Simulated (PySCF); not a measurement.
# Structure from 2D NMR

Compound of formula C₆H₇FN₂Si. Correlations simulated from computed shifts and the bond graph:

HSQC (one-bond C–H):
```tsv
δH	δC
7.12	159.3
5.23	105.0
2.92	32.3
```

COSY cross peaks (H two or three bonds apart, from the bond graph; peaks can be absent where the dihedral angle is near 90°):
```tsv
δH	δH
7.12	5.07
5.23	5.07
```

HMBC (two and three bonds, from the bond graph):
```tsv
δH	δC
7.12	177.1, 134.1, 118.9, 105.0
5.23	177.1, 159.3, 134.1
5.07	177.1, 159.3, 134.1, 105.0, 32.3
```

Carbons without hydrogens: δ 177.1, 134.1, 118.9.

PySCF 2.14.0 with density-fitted response routines calculation with GFN2-xTB geometry and NMR shieldings at PBE0/pcSseg-1/GIAO; isolated molecule, non-relativistic Hamiltonian, single conformer, equivalent nuclei averaged.

δ = σ(ref) − σ, references computed at the same level: 1H (σ = 31.72 ppm), 13C (σ = 186.93 ppm) vs TMS.

Exchangeable hydrogens are left out of these lists.

Work out the connectivity.

Results:

SMILES CN[Si@H]1C=C(F)C(C#N)=C1.

Atom-mapped SMILES (the numbers label the heavy atoms): `[CH3:1][NH:2][Si@H:3]1[CH:4]=[C:5]([F:6])[C:7]([C:8]#[N:9])=[CH:10]1` (H(Xn): hydrogen on atom n).

1. δC 177.1 is C5, a fully substituted alkene carbon.
2. δC 159.3 is C10, an alkene CH (δH 7.12).
3. δC 134.1 is C7, a fully substituted alkene carbon.
4. δC 118.9 is C8, a nitrile carbon.
5. δC 105.0 is C4, an alkene CH (δH 5.23).
6. δC 32.3 is C1, a methyl carbon bonded to N (δH 2.92).
7. HMBC from δH 7.12 reaches the proton-free carbons C5, C7, C8.
8. HMBC from δH 5.23 reaches the proton-free carbons C5, C7.
9. HMBC from δH 5.07 reaches the proton-free carbons C5, C7.
10. COSY links 7.12–5.07, 5.23–5.07.

The shifts were computed for this structure.

The OH or NH signal is concentration- and solvent-dependent in practice; the value given is the gas-phase one. Shifts are as computed. Against solution values, carbons near 30 ppm lie about +3 ppm off and those near 130 ppm about +5 ppm. Of 1309 compounds with measured shifts, 239 miss one by over three times the rms of a fit or turn the order of signals round; such compounds aren't used in these exercises.
